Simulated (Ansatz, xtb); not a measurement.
System: GeF (charge +1, singlet). 
Structure (B3LYP-D3(BJ)/def2-TZVP (Ansatz, a program for electronic structure) minimum search):
```xyz
2

F      0.0000     0.0000    -1.3168
Ge     0.0000     0.0000     0.3704
```
Charge +1, spin multiplicity 1.

Harmonic wavenumbers from GFN2-xTB (xtb, at its own minimum), cm⁻¹: 569.

**Question.** Give the harmonic wavenumbers at B3LYP-D3(BJ)/def2-TZVP (Ansatz, finite differences of forces, unscaled).

**Answer.** 794 cm⁻¹. Zero-point energy 1.1 kcal/mol.

**Question.** From these and the geometry, give the ideal-gas thermochemistry at 298.15 K and 1 atm (rigid rotor, harmonic oscillator).

**Answer.** Point group C∞v, rotational symmetry number 1. Rotational constants 11.79, 11.79 GHz. S(trans) 39.46, S(rot) 14.44, S(vib) 0.21, S(elec, spin only) 0.00, S 54.1 cal/(mol K). H(298) - H(0) 2.12 kcal/mol; G - E(el) -12.9 kcal/mol.
